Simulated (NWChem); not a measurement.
C4H3FOS; SMILES Fc1occc1S

```xyz
10

F      1.8758     0.3725    -0.1428
C      0.5890     0.5278    -0.0449
O      0.1525     1.7763    -0.1344
C     -1.2057     1.7270    -0.0066
C     -1.6116     0.4439     0.1678
C     -0.4230    -0.3696     0.1375
S     -0.2524    -2.0985     0.3938
H     -1.7196     2.6821    -0.0584
H     -2.6304     0.0890     0.3057
H     -0.5155    -2.4913    -0.8745
```
Atoms are numbered in this order, from 1.

Results from NWChem. All runs use the structure optimised with PBE0/def2-SVP. Level: PBE0/def2-SVP with SMD (1 M gas to 1 M solution), gas-phase geometry.

Task: What does the run give for solvent water? Quantities: solvation free energy (kcal/mol); cavity-dispersion-structure term (kcal/mol); dipole in solution (D).

Result: 
```
Property                                     Result
-------------------------------------------  ------
solvation free energy (kcal/mol)                0.3
cavity-dispersion-structure term (kcal/mol)     4.5
dipole in solution (D)                         2.58
```
